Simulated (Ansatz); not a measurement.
A nudged elastic band was laid between two geometries of H$_{9}$N$_{3}$O$_{2}$Zr (15 atoms, charge 0, multiplicity 1).

Computed with RHF/def2-SVP (Ansatz 0.2.0).

| Item | Value |
| --- | --- |
| movable images | 7 |
| climbing image | yes |
| spring | 5.0 eV/Å² |
| optimiser | quadratic models (default) |
| start path | through a guess of the saddle point |
| force threshold | 0.05 eV/Å |
| iteration limit | 60 |
| end points | relaxed |

Initial state:

```xyz
15
Properties=species:S:1:pos:R:3
Zr -0.160 -0.019 0.183
N 0.096 -0.119 2.253
H -0.510 0.158 3.004
H 1.008 -0.277 2.648
O 1.686 -0.118 -0.392
H 2.548 -0.260 -0.734
N -0.805 1.700 -0.768
H -1.701 2.134 -0.637
H -0.251 2.277 -1.376
N -1.117 -1.751 -0.601
H -0.932 -2.682 -0.266
H -1.376 -1.834 -1.571
O -2.535 0.065 0.949
H -2.675 -0.766 0.496
H -2.754 -0.071 1.859
```

Final state:

```xyz
15
Properties=species:S:1:pos:R:3
Zr -0.644 -0.440 0.075
N -0.311 0.758 2.298
H 0.438 0.298 2.789
H -0.114 1.744 2.293
O 1.159 -1.125 0.434
H 2.074 -1.333 0.416
N -0.925 1.521 -0.587
H -1.105 2.359 -0.065
H -0.947 1.756 -1.564
N -0.966 -1.383 -1.744
H -1.766 -1.289 -2.345
H -0.338 -2.045 -2.165
O -2.108 -1.156 1.227
H -2.767 -1.825 1.167
H -1.161 0.600 2.816
```

Problem. What changes between the two ends?

Solution. Bonds broken: O13–H15. Bonds formed: N2–H15.

Problem. What energy profile does the band end with?

Solution. It converged. The highest image is number 3 of 0 to 8, 0.33 eV above the first end and 1.26 eV above the last; the last end lies 0.93 eV below the first. The profile has 2 maxima (images 1, 3) with wells between them (image 2): this band takes more than one step, which may be the mechanism or a detour left from its start path. A vibrational analysis at the climbing image gives one clearly imaginary mode, 1420i cm⁻¹: a first-order saddle point. The orbitals stay closed-shell, which can raise the energy where a bond breaks towards radicals; this wasn't checked here.

| image | path coordinate (Å) | energy (eV) | O13–H15 (Å) | N2–H15 (Å) |
| --- | --- | --- | --- | --- |
| 0 | 0.00 | 0.00 | 0.95 | 2.88 |
| 1 | 1.80 | 0.05 | 0.95 | 3.02 |
| 2 | 3.60 | 0.03 | 0.95 | 2.68 |
| 3 | 5.40 | 0.33 | 1.15 | 1.34 |
| 4 | 6.57 | -0.75 | 2.20 | 1.01 |
| 5 | 7.75 | -0.81 | 2.48 | 1.01 |
| 6 | 8.92 | -0.85 | 2.63 | 1.01 |
| 7 | 10.10 | -0.87 | 2.65 | 1.01 |
| 8 | 11.27 | -0.93 | 2.55 | 1.01 |

Problem. What is the geometry of the highest image?

Solution. 
```xyz
15
Properties=species:S:1:pos:R:3
Zr -0.347 -0.074 0.028
N -0.229 -0.099 2.298
H 0.120 -0.922 2.765
H 0.133 0.697 2.798
O 1.531 -0.219 -0.425
H 2.458 -0.298 -0.546
N -0.802 1.760 -0.800
H -1.710 2.189 -0.768
H -0.203 2.311 -1.389
N -1.032 -1.813 -0.870
H -1.984 -2.123 -0.950
H -0.463 -2.395 -1.459
O -2.306 0.001 1.155
H -3.106 -0.497 1.199
H -1.541 -0.080 2.009
```

Run time: 3.7 min on 4 threads of Intel(R) Xeon(R) 6975P-C (Granite Rapids) (shared host), peak memory 0.42 GiB.
